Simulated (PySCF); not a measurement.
Screening by computed properties: pick the candidate that meets the target.

All species are isolated and taken at one optimised geometry, non-relativistic unless stated; the electronic structure was computed with PySCF and density fitting.

Dipoles, sizes and rotational constants follow the conformer. The torsions of the flexible species, by atom-mapped SMILES:
- `[CH:1]#[C:2][C:3]1=[C:4]([Cl:5])[C:6]/1=[CH:7]/[CH:8]=[CH2:9]`: C6–C7–C8–C9 180°
- `[SiH3:1][S:2][c:3]1[cH:4][cH:5][cH:6][cH:7][n:8]1`: Si1–S2–C3–C4 180°
- `[CH3:1][S:2][C:3]1=[CH:4][CH2:5][Si@H:6]1[C:7]#[N:8]`: C1–S2–C3–C4 -175°
- `[CH2:1]=[CH:2][C:3]1([O:4][CH3:5])[CH2:6][CH2:7][CH2:8]1`: C1–C2–C3–O4 27°, C2–C3–O4–C5 68°

The conformers of `CC[C@@H]1CCC(=O)C1` aren't listed.

**Question.** Wanted: lowest triplet excitation (Tamm–Dancoff) between 3 eV and 3.5 eV (TDA PBE0/def2-SVPD) and smallest rotational constant below 1 GHz (GFN2-xTB), at GFN2-xTB geometries. Which candidate meets both?
A. `FC1=NC=CN=C1F`
B. `C#CC1=C(Cl)C/1=C/C=C`
C. `CSC1=CC[Si@H]1C#N`
D. `[SiH3]Sc1ccccn1`

**Answer.** C. Computed values:
```
             species  lowest triplet excitation (Tamm–Dancoff)  smallest rotational constant
C#CC1=C(Cl)C/1=C/C=C                                   2.06 eV                     0.550 GHz
   CSC1=CC[Si@H]1C#N                                   3.41 eV                     0.801 GHz
     [SiH3]Sc1ccccn1                                   3.59 eV                     0.859 GHz
       FC1=NC=CN=C1F                                   3.91 eV                     1.405 GHz
```

**Question.** Wanted: electronic spatial extent ⟨r²⟩ about the centre of nuclear charge between 1400 bohr² and 1900 bohr² (PBE0/def2-SVPD) and static isotropic polarisability below 120 au (PBE0/def2-SVPD), at GFN2-xTB geometries. Which candidate meets both?
A. `n1c(S[SiH3])cccc1`
B. `CSC1=CC[Si@H]1C#N`
C. `ClC1=PC2=CC=CC=C2O1`
D. `C=CC1(OC)CCC1`
E. `Fc1nccnc1F`
F. `C#CC1=C(Cl)C/1=C/C=C`

**Answer.** B. Computed values:
```
             species  electronic spatial extent ⟨r²⟩ about the centre of nuclear charge  static isotropic polarisability
          Fc1nccnc1F                                                          757 bohr²                          58.5 au
       C=CC1(OC)CCC1                                                          978 bohr²                          85.4 au
   n1c(S[SiH3])cccc1                                                         1318 bohr²                         112.2 au
   CSC1=CC[Si@H]1C#N                                                         1445 bohr²                         107.1 au
C#CC1=C(Cl)C/1=C/C=C                                                         1891 bohr²                         127.0 au
 ClC1=PC2=CC=CC=C2O1                                                         1926 bohr²                         122.5 au
```

**Question.** Wanted: HOMO energy between -7.6 eV and -6.9 eV (PBE0/def2-SVPD) and HOMO–LUMO gap above 5.2 eV (PBE0/def2-SVPD), at GFN2-xTB geometries. Which candidate meets both?
A. `CC[C@@H]1CCC(=O)C1`
B. `C#CC1=C(Cl)C/1=C/C=C`
C. `c1cc(ncc1)S[SiH3]`
D. `CSC1=CC[Si@H]1C#N`
E. `Fc1nccnc1F`

**Answer.** A. Computed values:
```csv
species,HOMO energy,HOMO–LUMO gap
Fc1nccnc1F,-8.22 eV,6.15 eV
CC[C@@H]1CCC(=O)C1,-7.06 eV,6.50 eV
c1cc(ncc1)S[SiH3],-6.67 eV,5.29 eV
CSC1=CC[Si@H]1C#N,-6.39 eV,5.18 eV
C#CC1=C(Cl)C/1=C/C=C,-5.78 eV,3.74 eV
```

**Question.** Wanted: dipole moment between 2 D and 2.3 D (PBE0/def2-SVPD) and lowest singlet excitation below 5.4 eV (TDDFT PBE0/def2-SVPD), at GFN2-xTB geometries. Which candidate meets both?
A. `Clc1oc2ccccc2p1`
B. `c1nc(F)c(nc1)F`
C. `C=CC1(OC)CCC1`
D. `CSC1=CC[Si@H]1C#N`
E. `C#CC1=C(Cl)C/1=C/C=C`

**Answer.** A. Computed values:
| species | dipole moment | lowest singlet excitation |
| --- | --- | --- |
| C=CC1(OC)CCC1 | 1.12 D | 5.99 eV |
| C#CC1=C(Cl)C/1=C/C=C | 1.88 D | 3.02 eV |
| Clc1oc2ccccc2p1 | 2.05 D | 4.55 eV |
| c1nc(F)c(nc1)F | 2.58 D | 4.77 eV |
| CSC1=CC[Si@H]1C#N | 2.98 D | 4.12 eV |
